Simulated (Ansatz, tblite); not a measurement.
Forces on Ge7S6 at its r2SCAN-D4/def2-SVP geometry. The state is a singlet with charge 0.

The xTB rows come from tblite. The structure comes from a short search, and lower isomers may exist.

GFN1-xTB (tblite), largest force 1.87 eV/Å:

```xyz
13
positions Å, forces eV/Å
Ge    1.629   -2.547    0.990   -0.540    1.313    0.182
Ge   -1.654   -1.662   -0.587    0.131    0.771   -0.058
Ge    2.782   -0.403   -0.272   -1.827    0.136    0.377
Ge   -0.360    1.229    2.298    0.269   -0.785   -0.990
Ge    1.078    1.307   -1.102    0.270   -0.050    0.178
Ge    0.001   -1.770    2.816    0.626    0.647   -1.382
Ge   -1.840    2.099   -1.945    0.779   -0.823    0.032
S     0.860   -1.653   -1.057   -0.214    0.045    0.895
S    -0.358    2.446    0.212    0.163   -1.057    0.045
S     1.741   -0.143    2.061   -0.769   -0.242   -0.525
S     0.350    1.781   -3.062   -0.413   -0.039    0.757
S    -1.703   -0.607    1.598    0.927   -0.166   -0.103
S    -2.527   -0.076   -1.951    0.597    0.249    0.592
```

GFN2-xTB (tblite), largest force 0.84 eV/Å:

```
Ge 0.234 0.217 -0.072
Ge -0.221 -0.187 -0.261
Ge -0.054 -0.702 0.457
Ge 0.025 -0.010 -0.183
Ge 0.347 0.362 -0.167
Ge -0.039 0.360 -0.114
Ge 0.014 -0.088 -0.222
S 0.181 0.175 0.255
S -0.309 -0.066 0.494
S -0.228 -0.326 -0.321
S -0.350 0.096 -0.215
S 0.307 0.074 0.193
S 0.093 0.096 0.155
```

PBE-D4/def2-SVP (Ansatz), largest force 0.37 eV/Å:

```
Ge 0.078 -0.295 0.025
Ge 0.048 -0.118 0.057
Ge 0.330 0.034 -0.049
Ge 0.011 0.049 0.101
Ge 0.150 -0.048 0.152
Ge -0.085 -0.014 0.189
Ge -0.072 0.162 0.035
S -0.054 -0.063 -0.198
S -0.134 0.205 0.082
S 0.101 0.087 0.098
S -0.036 0.052 -0.367
S -0.192 -0.007 0.008
S -0.144 -0.045 -0.133
```
